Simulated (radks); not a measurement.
Valence configurations of Cu III (all share [Ar]). Calculated with a radial shooting solver on a logarithmic mesh with Libxc functionals: scalar-relativistic Kohn-Sham, SCAN, spin-polarised, spherical densities, finite nucleus; open shells are filled with parallel spins first; meta-GGA in the generalised Kohn-Sham scheme; Fermi nuclear charge, rms radius 3.8823 fm. Energies are relative to 3d9; eigenvalues in eV for spin up.

3d9: E (eV) 0.000; moment (Bohr magnetons) 1; e(3d) -30.411
3d8 4p1: E (eV) 15.981; moment (Bohr magnetons) 3; e(3d) -39.624; e(4p) -18.496
3d8 4s1: E (eV) 7.976; moment (Bohr magnetons) 3; e(3d) -38.183; e(4s) -25.906
3d8.5 4s0.5: E (eV) 3.776; moment (Bohr magnetons) 2; e(3d) -34.230; e(4s) -23.990
3d8.5 4p0.5: E (eV) 7.524; moment (Bohr magnetons) 2; e(3d) -34.956; e(4p) -16.742
3d7 4p2: E (eV) 36.203; moment (Bohr magnetons) 5; e(3d) -49.416; e(4p) -21.303
3d6 4s1 4p2: E (eV) 51.802; moment (Bohr magnetons) 7; e(3d) -58.457; e(4p) -23.449; e(4s) -33.092
3d7.5 4s1 4p0.5: E (eV) 17.108; moment (Bohr magnetons) 4; e(3d) -43.054; e(4p) -19.292; e(4s) -27.824

NIST lists [Ar] 3d9 as the ground configuration; this level of theory agrees among the configurations tried. The energies are those of spherical high-spin densities, not of single terms. No valid solution was reached for [Ar] 3d7 4s2; [Ar] 3d6.5 4s2 4p0.5.
